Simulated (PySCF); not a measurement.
C4H11O2 (cation, charge +1), SMILES C[OH+]CC(C)O, GFN2-xTB optimised geometry.

```
17

C     -0.34    -2.35    -3.35
O     -0.50    -2.15    -1.93
C      0.56    -1.41    -1.27
C      0.10     0.07    -1.22
C      0.62     0.79     0.00
O     -1.33     0.01    -1.28
H     -0.18    -1.41    -3.88
H     -1.24    -2.84    -3.71
H      0.51    -3.02    -3.50
H     -1.26    -1.42    -1.76
H      0.64    -1.83    -0.27
H      1.51    -1.54    -1.80
H      0.41     0.59    -2.14
H      0.28     1.83     0.00
H      0.28     0.31     0.91
H      1.71     0.79     0.00
H     -1.71     0.21    -0.41
```

Density from B3LYP/def2-SVP in PySCF at that geometry.

Minimum of the electron density along straight lines between bonded atoms, close to the bond critical point (lines longer than 1.1 times the sum of covalent radii, or with two minima, are not listed):

| bond | length / Å | ρ at the minimum / e bohr⁻³ | ∇²ρ there / e bohr⁻⁵ | position (fraction from the first atom) |
|---|---|---|---|---|
| C1–O2 | 1.444 | 0.221 | … | 0.33 |
| O2–C3 | 1.445 | 0.226 | -0.17 | 0.66 |
| C3–C4 | 1.555 | 0.244 | -0.57 | 0.51 |
| C4–C5 | 1.514 | 0.253 | -0.60 | 0.53 |
| C4–O6 | 1.429 | 0.244 | … | 0.34 |
| C1–H7 | 1.090 | 0.286 | -1.14 | 0.65 |
| C1–H8 | 1.089 | 0.288 | -1.17 | 0.66 |
| C1–H9 | 1.089 | 0.287 | -1.16 | 0.66 |
| C3–H11 | 1.094 | 0.287 | -1.14 | 0.65 |
| C3–H12 | 1.088 | 0.288 | -1.15 | 0.65 |
| C4–H13 | 1.095 | 0.287 | -1.12 | 0.65 |
| C5–H14 | 1.087 | 0.280 | -1.06 | 0.64 |
| C5–H15 | 1.089 | 0.277 | -1.02 | 0.63 |
| C5–H16 | 1.086 | 0.279 | -1.05 | 0.64 |
| O6–H17 | 0.967 | 0.346 | … | 0.82 |

Task: Complete the blanks.

Result: 
- C1–O2, ∇²ρ there / e bohr⁻⁵: -0.07
- C4–O6, ∇²ρ there / e bohr⁻⁵: -0.35
- O6–H17, ∇²ρ there / e bohr⁻⁵: -2.44
